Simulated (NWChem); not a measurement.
Program: NWChem. System: HClGe, charge 0, spin multiplicity 1, at a geometry optimised with B3LYP/def2-SVP. The structure started from a generated list of species. Level: RHF/def2-TZVP.

The NWChem input:

```
start mol
memory heap 200 mb stack 800 mb global 1000 mb
geometry units angstroms nocenter noautoz
  Ge    -0.505602    -0.553845     0.000000
  H      0.641991    -1.683846     0.000000
  Cl     0.913958     1.141581     0.000000
  symmetry group Cs
end
basis spherical
  * library def2-tzvp
end
scf
  rhf
  nopen 0
  maxiter 100
  thresh 1e-7
  semidirect memsize 60000000 filesize 0
end
task scf energy
```

Part of the output:

```
             Northwest Computational Chemistry Package (NWChem) 7.3.0
             --------------------------------------------------------

                                NWChem Input Module
                                -------------------

 Scaling coordinates for geometry "geometry" by  1.889725989
 (inverse scale =  0.529177249)

 Turning off AUTOSYM since
 SYMMETRY directive was detected!

                             Geometry "geometry" -> ""
                             -------------------------

 Output coordinates in angstroms (scale by  1.889725989 to convert to a.u.)

  No.       Tag          Charge          X              Y              Z
 ---- ---------------- ---------- -------------- -------------- --------------
    1 Ge                  32.0000    -0.50560200    -0.55384500     0.00000000
    2 H                    1.0000     0.64199100    -1.68384600     0.00000000
    3 Cl                  17.0000     0.91395800     1.14158100     0.00000000

 Effective nuclear repulsion energy (a.u.)     143.8689845534

            Nuclear Dipole moment (a.u.)
            ----------------------------
        X                 Y               Z
 ---------------- ---------------- ----------------
     0.0000245664    -0.0000170075     0.0000000000

      Symmetry information
      --------------------

 Group name             Cs
 Group number              2
 Group order               2
 No. of unique centers     3

      Symmetry unique atoms

     1    2    3


 Summary of "ao basis" -> "" (spherical)
 ------------------------------------------------------------------------------
       Tag                 Description            Shells   Functions and Types
 ---------------- ------------------------------  ------  ---------------------
 *                         def2-tzvp                  on all atoms

 Summary of "ao basis" -> "ao basis" (spherical)
 ------------------------------------------------------------------------------
       Tag                 Description            Shells   Functions and Types
 ---------------- ------------------------------  ------  ---------------------
 Ge                        def2-tzvp                16       48   6s5p4d1f
 H                         def2-tzvp                 4        6   3s1p
 Cl                        def2-tzvp                13       37   5s5p2d1f

                                 NWChem SCF Module
                                 -----------------

  ao basis        = "ao basis"
  functions       =    91
  atoms           =     3
  closed shells   =    25
  open shells     =     0
  charge          =   0.00
  wavefunction    = RHF
  use symmetry    = T
  symmetry adapt  = T

 Summary of "ao basis" -> "ao basis" (spherical)
 ------------------------------------------------------------------------------
       Tag                 Description            Shells   Functions and Types
 ---------------- ------------------------------  ------  ---------------------
 Ge                        def2-tzvp                16       48   6s5p4d1f
 H                         def2-tzvp                 4        6   3s1p
 Cl                        def2-tzvp                13       37   5s5p2d1f

      Symmetry analysis of basis
      --------------------------

        a'         62
        a"         29

 Forming initial guess at       0.1s

      Superposition of Atomic Density Guess
      -------------------------------------

 Sum of atomic energies:       -2535.28356015

      Non-variational initial energy
[...]
       ------------------

         Total SCF energy =  -2535.477205560872
      One-electron energy =  -3817.952402125512
      Two-electron energy =   1138.606212011220
 Nuclear repulsion energy =    143.868984553420

        Time for solution =      1.0s

       Symmetry analysis of molecular orbitals - final
       -----------------------------------------------

  Numbering of irreducible representations:

     1 a'          2 a"

  Orbital symmetries:

     1 a'          2 a'          3 a'          4 a"          5 a'
     6 a'          7 a'          8 a'          9 a"         10 a'
    11 a'         12 a"         13 a'         14 a'         15 a'
    16 a"         17 a"         18 a'         19 a'         20 a'
    21 a'         22 a'         23 a"         24 a'         25 a'
    26 a"         27 a'         28 a'         29 a'         30 a"
    31 a'         32 a"         33 a'         34 a'         35 a'

             Final eigenvalues
             -----------------

              1
    1 -405.2797
    2 -104.8146
    3  -52.1858
    4  -46.2734
    5  -46.2721
    6  -46.2710
    7  -10.5432
    8   -8.0096
    9   -8.0089
   10   -8.0087
   11   -7.2283
   12   -5.2043
   13   -5.1998
   14   -5.1956
   15   -1.6799
   16   -1.6780
   17   -1.6720
   18   -1.6695
   19   -1.6662
   20   -1.0708
   21   -0.6712
   22   -0.4951
   23   -0.4601
   24   -0.4571
   25   -0.3553
   26    0.0003
   27    0.1044
   28    0.1522
   29    0.2660
   30    0.2873
   31    0.3213
   32    0.3259
   33    0.3494
   34    0.3723
   35    0.4299

                       ROHF Final Molecular Orbital Analysis
                       -------------------------------------

 Vector   23  Occ=2.000000D+00  E=-4.600624D-01  Symmetry=a"
              MO Center=  8.3D-01,  1.0D+00, -3.7D-16, r^2= 1.4D+00
   Bfn.  Coefficient  Atom+Function         Bfn.  Coefficient  Atom+Function
  ----- ------------  ---------------      ----- ------------  ---------------
    71      0.523051  3 Cl pz                74      0.349777  3 Cl pz
    68      0.238868  3 Cl pz                62     -0.190758  3 Cl pz

 Vector   24  Occ=2.000000D+00  E=-4.570594D-01  Symmetry=a'
              MO Center=  6.3D-01,  7.8D-01, -1.4D-15, r^2= 2.3D+00
   Bfn.  Coefficient  Atom+Function         Bfn.  Coefficient  Atom+Function
  ----- ------------  ---------------      ----- ------------  ---------------
    70      0.475215  3 Cl py                73      0.314996  3 Cl py
    67      0.216354  3 Cl py                 6      0.180424  1 Ge s
    61     -0.172788  3 Cl py                69     -0.159030  3 Cl px

 Vector   25  Occ=2.000000D+00  E=-3.553218D-01  Symmetry=a'
              MO Center= -4.1D-01, -4.5D-01, -2.6D-16, r^2= 3.1D+00
   Bfn.  Coefficient  Atom+Function         Bfn.  Coefficient  Atom+Function
  ----- ------------  ---------------      ----- ------------  ---------------
     6      0.409362  1 Ge s                 16     -0.330799  1 Ge px
     5      0.320284  1 Ge s                 19     -0.293756  1 Ge px
    69      0.245315  3 Cl px                72      0.212207  3 Cl px
    50     -0.200815  2 H  s                  4     -0.162040  1 Ge s

 Vector   26  Occ=0.000000D+00  E= 2.607578D-04  Symmetry=a"
              MO Center= -4.7D-01, -5.6D-01,  2.4D-15, r^2= 3.3D+00
   Bfn.  Coefficient  Atom+Function         Bfn.  Coefficient  Atom+Function
  ----- ------------  ---------------      ----- ------------  ---------------
    21      0.776600  1 Ge pz                18      0.350116  1 Ge pz
    74     -0.210104  3 Cl pz                12     -0.173857  1 Ge pz

 Vector   27  Occ=0.000000D+00  E= 1.044393D-01  Symmetry=a'
              MO Center= -4.9D-01, -5.1D-01,  1.1D-14, r^2= 4.6D+00
   Bfn.  Coefficient  Atom+Function         Bfn.  Coefficient  Atom+Function
  ----- ------------  ---------------      ----- ------------  ---------------
    20      1.098446  1 Ge py                59     -0.681110  3 Cl s
    19      0.432130  1 Ge px                72      0.390935  3 Cl px
    73      0.392741  3 Cl py                 6      0.288935  1 Ge s
    51      0.285616  2 H  s                 17      0.231521  1 Ge py

 Vector   28  Occ=0.000000D+00  E= 1.522211D-01  Symmetry=a'
              MO Center= -1.4D-02, -9.9D-01, -1.4D-16, r^2= 5.2D+00
   Bfn.  Coefficient  Atom+Function         Bfn.  Coefficient  Atom+Function
  ----- ------------  ---------------      ----- ------------  ---------------
    51      1.991846  2 H  s                  6     -1.270091  1 Ge s
    19     -1.246286  1 Ge px                20      0.799196  1 Ge py
    73     -0.294292  3 Cl py                 5     -0.252157  1 Ge s
    59      0.208953  3 Cl s                 16     -0.156427  1 Ge px
     4      0.150266  1 Ge s

 center of mass
 --------------
 x =  -0.08198638 y =  -0.04674548 z =   0.00000000

 moments of inertia (a.u.)
 ------------------
         253.677886297432        -199.899506010279           0.000000000000
        -199.899506010279         172.538025425746           0.000000000000
           0.000000000000           0.000000000000         426.215911723177

  Mulliken analysis of the total density
  --------------------------------------

    Atom       Charge   Shell Charges
 -----------   ------   -------------------------------------------------------
    1 Ge  32    31.56   2.00  2.00  1.17  0.78  1.02  0.82  5.98  4.41  1.58  0.92  0.68  8.92  1.08  0.05  0.11  0.02
    2 H    1     1.03   0.22  0.58  0.22  0.01
    3 Cl  17    17.41   2.01  0.45  1.52  1.08  0.89  4.18  1.69  1.07  2.88  1.62  0.01  0.02  0.00

       Multipole analysis of the density wrt the origin
       ------------------------------------------------

     L   x y z        total         open         nuclear
     -   - - -        -----         ----         -------
     0   0 0 0     -0.000000      0.000000     50.000000

     1   1 0 0     -0.529974      0.000000      0.000025
     1   0 1 0     -0.695981      0.000000     -0.000017
     1   0 0 1      0.000000      0.000000      0.000000

     2   2 0 0    -25.322217      0.000000     81.394724
     2   1 1 0      0.023087      0.000000     91.479458
     2   1 0 1     -0.000000      0.000000      0.000000
     2   0 2 0    -24.163811      0.000000    124.293309
     2   0 1 1      0.000000      0.000000      0.000000
     2   0 0 2    -20.953297      0.000000      0.000000

 Task  times  cpu:        3.6s     wall:        3.6s

 Total times  cpu:        3.6s     wall:        3.6s
```
